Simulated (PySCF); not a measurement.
Vibration and rotation of GaPb

UHF-CCSD(T) constants of GaPb, ⁴Σ⁻ (quartet), unpaired electrons σ ↑, π ↑↑ (PySCF, scalar-relativistic core potentials, basis sets Ga def2-SVP, Pb def2-SVP with ECP60; masses 68.9256 and 207.9766 u):

| Property | Result |
| --- | --- |
| ωe | 165.0 cm⁻¹ |
| ωexe | 0.417 cm⁻¹ |
| Be | 0.043213 cm⁻¹ |
| αe | 0.000156 cm⁻¹ |
| De to Ga + Pb | 1.79 eV |

(1) What force constant and bond length do these constants imply?

(2) Estimate the centrifugal constant D from the Kratzer relation and find the Dunham coefficient a1.

Correlated steps freeze 13 core orbitals. Correlated levels converge slowly with the basis: in double zeta they bind strong bonds too weakly, by up to about 1 eV, and carry superposition errors of some tenths. Spin–orbit coupling is left out, which matters for elements this heavy, above all for dissociation energies. The state was picked by a PBE0 search and need not be the measured ground state.

Answers

(1) Reduced mass μred = 51.769 u; k = 5.8918×10⁻⁷·μred·ωe² (u, cm⁻¹, mdyn/Å) = 0.830 mdyn/Å; Re = √(16.8576/(μred·Be)) (u, cm⁻¹, Å) = 2.745 Å.

(2) D = 4Be³/ωe² = 1.19e-08 cm⁻¹; a1 = −1 − αeωe/(6Be²) = -3.30.
